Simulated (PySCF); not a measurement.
Ge²⁺: ionisation energy

Ge²⁺ [Ar] 3d10 4s2 (1S) → Ge³⁺ [Ar] 3d10 4s1 (2S), as a difference of total energies. Computed with PySCF 2.14 in x2c-TZVPPall with one added diffuse shell each of s, p, d type (7s6p5d1f, 57 functions), with scalar relativity by spin-free X2C-1e. Correlated levels: valence: [Ar] 3d10 frozen; valence and next inner shell: [Ne] frozen. The calculations carry no spin-orbit coupling.

**Question.** Order these methods by the ionisation energy they give, lowest first.
A. PBE
B. PBEsol
C. MP2 (valence)
D. r2SCAN

**Answer.** C (32.948 eV), D (34.025 eV), B (34.307 eV), A (34.392 eV).

Errors of the correlated levels include the incompleteness of this basis and the frozen core.

MP2 underrates the near-degeneracy of ns² with np² in the lower species.

For comparison: 34.058 eV (measured; NIST Atomic Spectra Database, ionization energies).
